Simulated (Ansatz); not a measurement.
Reaction (ligand exchange at the Si–C bond): `CO[SiH2]CS` + `O[SiH2]S` → `CO[SiH2]S[SiH2]O` + CH₃SH

Calculated with Ansatz (gas phase, PBE0-D4/def2-TZVP geometries, no zero-point term in ΔE). CCSD(T)/CBS adds triple-zeta CCSD(T) − MP2 to the extrapolated MP2 energy (def2 sets, frozen cores). This one scheme is used for every species. DFT in def2-TZVPP. Each species was taken in one conformer, which may not be the lowest.

| level | ΔE (eV) |
| --- | --- |
| PBE-D4 | -0.85 |
| r2SCAN-D4 | -0.86 |
| PBE0-D4 | -0.85 |
| MP2/def2-TZVPP | -0.85 |
| SCS-MP2/def2-TZVPP | -0.81 |
| MP2/def2-QZVPP | -0.86 |
| SCS-MP2/def2-QZVPP | -0.82 |
| MP2/CBS(def2) | -0.87 |

(1) What does CCSD(T)/CBS give? (Estimate.)

Largest T1 diagnostic among the species: 0.012.

Answers

(1) Ansatz gave: -0.82 eV. The listed levels differ from it by -0.03, -0.04, -0.03, -0.03, 0.01, -0.04, 0.00, -0.05 eV.

In def2-TZVPP, CCSD(T) changes the Hartree–Fock value by −0.08 eV (the triples alone add −0.03 eV) and MP2 by −0.13 eV. The D4 term adds −0.09 eV with B3LYP and −0.05 eV with PBE0; it sums over pairs of atoms, weighted by their polarisabilities, and B3LYP, whose exchange is more repulsive, gets the larger term.

B3LYP here is the variant with VWN-RPA as its local correlation; programs differ in this.
